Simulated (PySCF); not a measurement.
A calculated (PBE, PySCF 2.14, aug-cc-pVTZ-DK, scalar relativity by spin-free X2C-1e) atom or ion has these occupied shells.

| shell | electrons | orbital energy (eV) | rms radius, mean of both spins (bohr) |
| --- | --- | --- | --- |
| 1s | 2 | -830.81 | 0.183 |
| 2s | 2 | -36.464 | 0.992 |
| 2p | 6 | -13.343 | 1.14 |

Task: Name the element and its charge.

Result: Ne (neon, neutral), in [Ne], closed-shell 1S.
